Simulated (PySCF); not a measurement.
# Electron correlation in As⁺ (arsenic, charge +1)

[Ar] 3d10 4s2 4p2, high-spin 3P determinant. Computed with PySCF 2.14 in jorge-DZP-DKH (8s6p2d1f, 43 functions), with scalar relativity by spin-free X2C-1e. Frozen: [Ar] 3d10; 4 electrons correlated.

MP2 pair energies summed by pair of shells (mhartree):

```
 pair  energy  share (%)
4s-4p  -12.05       47.8
4s-4s  -11.86       47.0
4p-4p   -1.33        5.3
```

Total MP2 correlation energy: -25.24 mhartree.

Same-spin part -2.99 and opposite-spin part -22.25 mhartree; SCS-MP2 scales them by 1/3 and 6/5 to -27.70 mhartree.

```json
{"level": "CCSD", "correlation energy (mhartree)": "-33.79"}
{"level": "(T)", "correlation energy (mhartree)": "-0.21"}
{"level": "CCSD(T)", "correlation energy (mhartree)": "-34.00"}
```

Diagnostics: T1 = 0.0034, D1 = 0.0075, largest double amplitude 0.099.

Problem. Is a single reference adequate?

Solution. Mostly. T1 lies below 0.03, but a double amplitude of this size points to a near-degeneracy that CCSD handles and MP2 describes poorly.
